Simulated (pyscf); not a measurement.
H₂As–SiH₂–AsH₂ (SMILES [AsH2][SiH2][AsH2]) → H₂Si=AsH (SMILES [SiH2]=[AsH]) + AsH₃ (SMILES [AsH3]), an elimination (singlet surface; As–H, As–Si broken, As–H formed). Structures and frequencies: ωB97X-D3(BJ)/def2-SVP in PySCF. Energies in kcal/mol from the reactant's lowest minimum found.

Small-basis levels: PySCF, no dispersion term, spherical d functions. 

Question: Quick HF/3-21G single points give ΔE‡ = 85.4 kcal/mol and ΔE = +33.7 kcal/mol. What does ωB97M-D3(BJ)/def2-TZVP give, and how far is the quick result from it?

Answer: ωB97M-D3(BJ)/def2-TZVP gives ΔE‡ = 61.5 kcal/mol and ΔE = +38.0 kcal/mol. HF/3-21G lies 23.9 kcal/mol over it in the barrier and 4.3 kcal/mol under it in the reaction energy, so on this step it does not hold to within 3.0 kcal/mol. ωB97M-D3(BJ)/def2-TZVP has limits of its own. At the saddle there is also a short H–Si contact that neither side keeps. The same reactants have a lower exit, to :HSi–AsH₂ [singlet] + AsH₃ (highest point, the separated products, at +54.8 kcal/mol at ωB97M-D3(BJ)/def2-TZVP, against +61.5 kcal/mol here). This is the saddle that the search found; another between the same sides may lie lower. In the def2 sets elements up to Kr have no core potential.
